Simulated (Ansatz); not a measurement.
CH2N2Si, SMILES `N#C[Si]N` (lower singlet) (charge 0, multiplicity 1). This singlet lies 2.00 eV below the relaxed triplet at the level B3LYP/cc-pVTZ // PBE0-D3(BJ)/def2-TZVP (Ansatz, an electronic-structure program).

All values below come from B3LYP/cc-pVTZ // PBE0-D3(BJ)/def2-TZVP in Ansatz.

Ansatz 0.2 input:
```yaml
crystal:
  periodic: [false, false, false]
  atoms:
    - { symbol: N, position_ang: [2.533053, -0.47902, -0.178747] }
    - { symbol: C, position_ang: [1.541673, 0.066391, 0.053524] }
    - { symbol: Si, position_ang: [0.04071, 1.132105, 0.514227] }
    - { symbol: N, position_ang: [-1.105902, -0.002457, -0.017898] }
    - { symbol: H, position_ang: [-0.915922, -0.905797, -0.424979] }
    - { symbol: H, position_ang: [-2.093612, 0.188779, 0.053874] }
basis:
  gaussian: { orbitals: cc-pVTZ }
hamiltonian:
  xc: b3lyp
```

Output:

```
Functional definition: B3LYP
918 factors; their error is unknown
mean field evaluation 1: about -11918.0655 eV, gradient 7.5e1 eV
mean field evaluation 2: about -11887.4786 eV, gradient 1.3e2 eV
mean field evaluation 4: about -11928.6449 eV, gradient 1.4e1 eV
mean field evaluation 8: about -11929.0267 eV, gradient 2.5e-2 eV
mean field evaluation 16: about -11929.0462 eV, gradient 2.8e-5 eV
mean field -11929.04622751 eV, -438.3843630632 hartree, gradient 2.8e-5 eV, S^2 0.000000; 0 other end points of the search recorded, 0 dependent functions left out
reference -11929.04643160 eV, -438.3843705633 hartree; 18, 18 occupied and 134, 134 virtual orbitals, 918 factors
Total energy: -11929.04643160 eV, -438.3843705633 hartree
```
